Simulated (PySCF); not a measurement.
## Working out the excitation energy of Ga

Ga [Ar] 3d10 4s2 4p1 (2P) → Ga [Ar] 3d10 4s1 4p1 5s1 (4P). All numbers are calculated (PySCF 2.14, scalar relativity by spin-free X2C-1e, in x2c-TZVPPall with one added diffuse shell each of s, p, d type (7s6p5d1f, 57 functions)). Frozen: [Ar] 3d10. Energies in hartree (1 hartree = 27.21139 eV):

```json
{"part": "UHF", "Ga (lower)": "-1942.169632", "Ga (upper)": "-1941.897558"}
{"part": "CCSD correlation", "Ga (lower)": "-0.046520", "Ga (upper)": "-0.010311"}
{"part": "(T)", "Ga (lower)": "-0.000845", "Ga (upper)": "-0.000092"}
```

Question: What does Hartree-Fock give?

Answer: (-1941.897558) − (-1942.169632) = 0.272074 hartree = 7.404 eV.

Question: What do CCSD and CCSD(T) give?

Answer: The CCSD correlation energies differ by 0.036209 hartree = 0.985 eV and the triples by 0.000753 hartree = 0.020 eV, so CCSD gives 8.389 eV and CCSD(T) 8.409 eV.

The upper state lies above the first ionisation limit, but in LS coupling its spin forbids autoionisation to the ground ion. A Rydberg-like electron needs more diffuse functions than a valence basis has.
